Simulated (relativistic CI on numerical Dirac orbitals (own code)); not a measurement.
**Magnetism of Cd3+, 4d9, in a crystal field**

Calculated by Dirac-Coulomb-Breit CI, orbitals from a KLI potential per configuration, a model potential for QED, valence Slater integrals scaled by 0.65, one configuration in a parametric crystal field (own radial code).

Field parameters in Wybourne normalisation: D3d B²₀ = −7Dσ, B⁴₀ = −14Dq − 21Dτ, B⁴₃ = −14√(10/7) Dq; D4h B²₀ = −7Ds, B⁴₀ = 21(Dq − Dt), B⁴₄ = 21√(5/14) Dq; Oh B⁴₀ = 21Dq, B⁴₄ = √(5/14) B⁴₀. The field is a parameter set, without covalency.

S is read from ⟨S²⟩ = S(S + 1).

Powder χT (cm³ K mol⁻¹) by Van Vleck's formula, with temperature-independent terms:

| Field | 2 K | 5 K | 10 K | 20 K | 50 K | 100 K | 200 K | 300 K |
| --- | --- | --- | --- | --- | --- | --- | --- | --- |
| D3d, 10Dq = 29700, Dσ = -790, Dτ = 360 cm⁻¹ | 0.214 | 0.218 | 0.224 | 0.236 | 0.274 | 0.336 | 0.425 | 0.468 |
| D3d, 10Dq = 43700, Dσ = 370, Dτ = -280 cm⁻¹ | 0.181 | 0.189 | 0.201 | 0.226 | 0.298 | 0.382 | 0.44 | 0.456 |
| D4h, 10Dq = 10700, Ds = -1040, Dt = 560 cm⁻¹ | 0.771 | 0.772 | 0.773 | 0.775 | 0.782 | 0.793 | 0.815 | 0.836 |
| D4h, 10Dq = 27800, Ds = 2330, Dt = -150 cm⁻¹ | 0.488 | 0.488 | 0.488 | 0.489 | 0.49 | 0.491 | 0.495 | 0.498 |
| D4h, 10Dq = 36350, Ds = -260, Dt = -590 cm⁻¹ | 0.455 | 0.455 | 0.455 | 0.455 | 0.456 | 0.457 | 0.46 | 0.462 |
| Oh, 10Dq = 14500 cm⁻¹ | 0.606 | 0.606 | 0.606 | 0.607 | 0.609 | 0.613 | 0.62 | 0.627 |
| Oh, 10Dq = 16850 cm⁻¹ | 0.576 | 0.576 | 0.577 | 0.577 | 0.579 | 0.582 | 0.588 | 0.594 |
| Oh, 10Dq = 32750 cm⁻¹ | 0.481 | 0.481 | 0.481 | 0.481 | 0.482 | 0.484 | 0.487 | 0.49 |

Q: For D3d, 10Dq = 43700, Dσ = 370, Dτ = -280 cm⁻¹: what effective moment follows at 300 K?

A: μ_eff = √(8χT) = 1.91 μB. The ground level has S = 0.50; the spin-only moment for S = 1/2 is 1.73 μB. The difference comes from the orbital moment, spin-orbit mixing of terms and temperature-independent paramagnetism, all larger in this ionic model than in covalent complexes.
